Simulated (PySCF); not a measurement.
Vertical excitation energies

Compound: (OMe)3Si-NH-SiH3, C₃H₁₃NO₃Si₂.
Cartesian coordinates in Å at the PBE0-D3(BJ)/def2-SVP level; atoms count from 1:
```xyz
22
C3H13NO3Si2 angstrom
Si    -0.204   -0.421    0.034
O     -0.382   -2.015   -0.332
C     -1.431   -2.543   -1.100
O      0.317    0.529   -1.213
C      1.591    0.470   -1.793
O     -1.707    0.152    0.387
C     -2.083    1.497    0.477
N      0.949   -0.401    1.308
Si     1.734    0.961    2.049
H     -1.423   -3.639   -1.000
H     -2.411   -2.165   -0.764
H     -1.314   -2.296   -2.170
H      1.748    1.372   -2.403
H      2.392    0.423   -1.033
H      1.696   -0.413   -2.448
H     -1.738    1.952    1.424
H     -3.181    1.562    0.453
H     -1.678    2.092   -0.359
H      1.067   -1.307    1.755
H      1.354    2.168    1.256
H      1.313    1.160    3.471
H      3.224    0.819    2.042
```

Level of theory: PySCF 2.14.0, density-fitted response routines, TDDFT CAM-B3LYP/def2-SVPD, vertical, gas phase, core orbitals frozen in the response.

Problem. List the vertical singlet excitations with oscillator strengths and describe the spectrum.

Solution. 

```json
{"state": "S1", "E (eV)": "6.64", "E (kJ/mol)": "641", "λ (nm)": "186.7", "f": "0.0076", "|μ| (D)": "0.55", "main configurations (H = HOMO, L = LUMO)": "H→L (78%), H→L+2 (8%)"}
{"state": "S2", "E (eV)": "7.62", "E (kJ/mol)": "735", "λ (nm)": "162.8", "f": "0.020", "|μ| (D)": "0.83", "main configurations (H = HOMO, L = LUMO)": "H→L+1 (56%), H→L+5 (9%), H→L (9%)"}
{"state": "S3", "E (eV)": "7.69", "E (kJ/mol)": "742", "λ (nm)": "161.2", "f": "0.0020", "|μ| (D)": "0.26", "main configurations (H = HOMO, L = LUMO)": "H-1→L (60%), H-1→L+2 (9%)"}
{"state": "S4", "E (eV)": "7.76", "E (kJ/mol)": "749", "λ (nm)": "159.7", "f": "0.0017", "|μ| (D)": "0.24", "main configurations (H = HOMO, L = LUMO)": "H→L+5 (37%), H→L+4 (15%), H→L+1 (10%)"}
{"state": "S5", "E (eV)": "7.86", "E (kJ/mol)": "758", "λ (nm)": "157.8", "f": "0.0065", "|μ| (D)": "0.47", "main configurations (H = HOMO, L = LUMO)": "H-2→L (46%), H→L+5 (17%), H→L+3 (10%)"}
{"state": "S6", "E (eV)": "8.04", "E (kJ/mol)": "775", "λ (nm)": "154.3", "f": "0.0069", "|μ| (D)": "0.48", "main configurations (H = HOMO, L = LUMO)": "H-3→L (43%), H→L+3 (11%)"}
{"state": "S7", "E (eV)": "8.08", "E (kJ/mol)": "780", "λ (nm)": "153.4", "f": "0.041", "|μ| (D)": "1.16", "main configurations (H = HOMO, L = LUMO)": "H→L+7 (20%), H→L+2 (19%), H→L+4 (16%)"}
{"state": "S8", "E (eV)": "8.24", "E (kJ/mol)": "795", "λ (nm)": "150.5", "f": "0.0067", "|μ| (D)": "0.46", "main configurations (H = HOMO, L = LUMO)": "H→L+4 (15%), H→L+3 (13%), H-3→L (12%)"}
{"state": "S9", "E (eV)": "8.31", "E (kJ/mol)": "802", "λ (nm)": "149.1", "f": "0.0087", "|μ| (D)": "0.53", "main configurations (H = HOMO, L = LUMO)": "H→L+2 (16%), H-5→L (11%), H-3→L (8%)"}
{"state": "S10", "E (eV)": "8.42", "E (kJ/mol)": "813", "λ (nm)": "147.2", "f": "0.0053", "|μ| (D)": "0.41", "main configurations (H = HOMO, L = LUMO)": "H-4→L (45%)"}
```

Triplets (Tamm–Dancoff): T1 6.31 eV, H→L (69%), H→L+1 (10%), H→L+2 (9%); T2 7.34 eV, H→L+1 (43%), H→L+5 (21%), H→L (11%); T3 7.52 eV, H-1→L (58%), H-1→L+2 (10%); T4 7.58 eV, H→L+5 (36%), H→L+1 (19%), H→L+4 (17%).

The lowest singlet comes at 187 nm (641 kJ/mol) in the vacuum ultraviolet; it is weak; its leading configuration is HOMO→LUMO (78%). The most intense listed level is S7 at 8.08 eV (153 nm, f = 0.041), 1.44 eV above S1. Löwdin shares by element: HOMO nitrogen 47%, oxygen 13% or more, silicon 11% or more, hydrogen 6% or more (atoms not listed hold the other 23%); LUMO silicon 35%, hydrogen 9% or more, nitrogen 6% (atoms not listed hold the other 50%). The oscillator strengths of these states sum to 0.106; summed over the whole spectrum of an exact calculation they would give the number of electrons, 90 (Thomas–Reiche–Kuhn). Orbital energies (eV): HOMO-3 -10.05, HOMO-2 -9.82, HOMO-1 -9.62, HOMO -8.95, LUMO 0.92, LUMO+1 1.44, LUMO+2 1.59. Of the 10 states listed, 2 reach f = 0.01 and none stays under 0.0005. All these states lie below the vertical ionisation energy of 9.59 eV (ΔSCF). The window holds the lowest 10 singlets.

One conformer stands for the species.
